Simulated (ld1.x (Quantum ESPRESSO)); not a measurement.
carbon: excitation energies, all-electron against RRKJ

C, norm-conserving RRKJ (Kleinman–Bylander form), made with ld1.x (Quantum ESPRESSO) 7.5 (PBE, scalar-relativistic). Core [He], reference 2s2 2p1.75 (charge +0.25). Waves: 2s (bound): rc 1.10 bohr; 2p (bound): rc 1.50 bohr; 3d channel at 0.3 Ry: rc 1.55 bohr. Local part: the d channel. Core correction: none. rho0 = 0.001.

Energies are relative to the spin-unpolarised reference configuration 2s2 2p1.75; without spin polarisation the order of configurations can differ from experiment.

```csv
valence configuration,charge,ΔE all-electron (eV),error AE − PS (meV)
2s2 2p2,0,-1.642,+0.3
2s2 2p0,+2,33.376,+144
2s2 2p1.5,+0.5,2.322,+0.5
2s1 2p0,+3,81.570,+369
2s1 2p2,+1,17.974,-4.6
```

(1) What are ΔE and the potential's error for 2s2 2p1?

(2) What are ΔE and the potential's error for 2s0 2p4?

Levels in the configuration 2s2 2p2:

| level | all-electron (eV) | pseudo (eV) |
| --- | --- | --- |
| 2s | -13.751 | -13.749 |
| 2p | -5.286 | -5.287 |

Answers

(1) ΔE = 9.220 eV all-electron; the error (AE − PS) is +9.3 meV.

(2) ΔE = 15.334 eV all-electron; the error (AE − PS) is +32 meV.

ld1.x printed “convergence not achieved” for 3 of the counted tests; their residual had stalled under 1e-8, short of the target of 1e-14.
